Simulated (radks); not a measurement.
Results of a calculation; reference values are marked as such.
Sn III, 48 electrons, occupied as [Kr] 4d10 5s2.

Level of theory: Dirac Kohn-Sham, PBE, spin-unpolarised, spherical densities, point nucleus (a radial shooting solver on a logarithmic mesh with Libxc functionals).

Energy parts (hartree):
part                        energy
total                  -6178.23511
kinetic                 6505.79182
electron-nucleus      -14967.01403
Hartree                 2447.77116
exchange-correlation    -164.78407

Orbitals (lengths in bohr, moments of r in powers of bohr; r(max) is where P^2 peaks; r(90%) holds 90 % of the orbital's charge):
| orbital | occ. | eigenvalue (hartree) | r(90%) | <r> | r(max) |
|---|---|---|---|---|---|
| 1s1/2 | 2 | -1066.202 | 0.0522 | 0.02905 | 0.01877 |
| 2s1/2 | 2 | -161.4565 | 0.194 | 0.1251 | 0.1062 |
| 2p1/2 | 2 | -150.8519 | 0.173 | 0.1058 | 0.08180 |
| 2p3/2 | 4 | -142.3759 | 0.181 | 0.1112 | 0.08632 |
| 3s1/2 | 2 | -31.67773 | 0.499 | 0.3391 | 0.3077 |
| 3p1/2 | 2 | -27.37099 | 0.497 | 0.3299 | 0.2941 |
| 3p3/2 | 4 | -25.82321 | 0.512 | 0.3411 | 0.3044 |
| 3d3/2 | 4 | -18.21438 | 0.493 | 0.3125 | 0.2494 |
| 3d5/2 | 6 | -17.89491 | 0.498 | 0.3161 | 0.2523 |
| 4s1/2 | 2 | -5.55972 | 1.19 | 0.8186 | 0.7459 |
| 4p1/2 | 2 | -4.12826 | 1.27 | 0.8655 | 0.7720 |
| 4p3/2 | 4 | -3.85008 | 1.32 | 0.8952 | 0.7966 |
| 4d3/2 | 4 | -1.61054 | 1.68 | 1.083 | 0.8812 |
| 4d5/2 | 6 | -1.57199 | 1.70 | 1.097 | 0.8907 |
| 5s1/2 | 2 | -0.95864 | 3.22 | 2.217 | 1.944 |

The highest occupied level is 5s1/2 at -26.086 eV. The density falls to 0.001 e/bohr^3 at r = 3.69 bohr.
